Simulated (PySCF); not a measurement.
C4H4F2O2. Atoms are numbered in the order given.

```xyz
12

O     -2.3900    -0.9294     0.6098
C     -1.3579    -0.4749     0.1950
C     -1.1796     0.8951    -0.4605
O      0.1906     0.9730    -0.8286
C      0.9188     0.0789    -0.0764
F      1.3030     0.6666     1.0963
F      2.0400    -0.2116    -0.7501
C      0.0239    -1.1115     0.2098
H     -1.8090     0.9982    -1.3586
H     -1.4576     1.6909     0.2558
H      0.2465    -1.6270     1.1530
H      0.0974    -1.8315    -0.6226
```

The structure is a stationary point at r2SCAN-D4/def2-SVP. One conformer was computed; it need not be the lowest.

Computed with PBE/pcSseg-1 (PySCF).

GIAO shieldings, no solvent; atoms listed in one row are averaged. δ = σ(ref) − σ: ¹⁷O against H2O (σ = 334.3 ppm); ¹³C against TMS (σ = 182.0 ppm); ¹⁹F against CFCl3 (σ = 133.6 ppm); ¹H against TMS (σ = 31.49 ppm), references at their B3LYP-D3(BJ)/def2-TZVP geometries, non-relativistic.

Computed chemical shifts:
```
nucleus    atoms  count  δ (ppm)
-------  -------  -----  -------
¹⁷O           O1      1    662.5
¹⁷O           O4      1    134.9
¹³C           C2      1    213.8
¹³C           C5      1    141.5
¹³C           C3      1     81.3
¹³C           C8      1     49.4
¹⁹F           F6      1    -97.3
¹⁹F           F7      1   -114.5
¹H       H9, H10      2     4.76
¹H           H12      1     3.05
¹H           H11      1     2.93
```
